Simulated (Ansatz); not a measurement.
Basis sets compared for InGa₅. Charge 0, multiplicity 1. Geometry PBE-D4/def2-SVP. Ansatz on 4 threads of Arm Neoverse V2 on a shared host; times are rough, and most runs start from earlier orbitals.

```tsv
atom	x (Å)	y (Å)	z (Å)
Ga1	-1.085	0.610	-1.492
Ga2	2.135	0.202	0.463
Ga3	-1.816	-1.175	0.183
Ga4	0.123	1.720	0.493
Ga5	-0.432	-0.201	2.093
In6	1.076	-1.156	-1.740
```

In the def2 sets In takes a core potential; there is no spin–orbit coupling. The restricted singlet is unstable towards broken spin symmetry in Hartree–Fock (as tested in another run); at PBE-D4/def2-SVP, PBE-D4/def2-TZVPD, PBE0-D4/def2-SVP, PBE0-D4/def2-TZVP and others this wasn't settled. The structure comes from a short search, and lower isomers may exist.

Binding counts from free atoms (Ga doublet, In doublet) in the same basis, without a counterpoise term.

| level | functions | energy (Eh) | HOMO (eV) | LUMO (eV) | binding per atom (eV) | wall time |
| --- | --- | --- | --- | --- | --- | --- |
| PBE-D4/def2-SVP | 186 | -9811.8666 | -4.50 | -3.79 | 1.88 | 3.4 s |
| PBE-D4/def2-TZVP | 290 | -9813.1092 | -4.45 | -3.74 | 1.89 | 6 s |
| PBE0-D4/def2-SVP | 186 | -9812.0237 | -5.12 | -3.25 | 1.75 | 8 s |
| PBE0-D4/def2-TZVP | 290 | -9813.2630 | -5.06 | -3.19 | 1.76 | 25 s |

(1) Estimate the rows for PBE-D4/def2-TZVPD, PBE0-D4/def2-TZVPD.

Results:

(1) 
```json
{"level": "PBE-D4/def2-TZVPD", "functions": "326", "energy (Eh)": "-9813.1106", "HOMO (eV)": "-4.45", "LUMO (eV)": "-3.74", "binding per atom (eV)": "1.89", "wall time": "11 s"}
{"level": "PBE0-D4/def2-TZVPD", "functions": "326", "energy (Eh)": "-9813.2645", "HOMO (eV)": "-5.05", "LUMO (eV)": "-3.18", "binding per atom (eV)": "1.76", "wall time": "24 s"}
```
